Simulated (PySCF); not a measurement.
## Correlation energy of P⁺ (phosphorus, charge +1)

[Ne] 3s2 3p2, high-spin 3P determinant. Calculation: PySCF 2.14, in dyall-av2z; the non-relativistic Hamiltonian (point nucleus). Frozen: [Ne]; 4 electrons correlated; the 16 highest virtual orbitals of each spin left out.

```csv
level,correlation energy (mhartree)
CCSD,-72.57
(T),-1.12
CCSD(T),-73.69
CCSDT,-74.08
```

Diagnostics: T1 = 0.0086, D1 = 0.0234, largest double amplitude 0.104.

**Question.** Is a single reference adequate?

**Answer.** Mostly. T1 lies below 0.03, but a double amplitude of this size points to a near-degeneracy that CCSD handles and MP2 describes poorly.
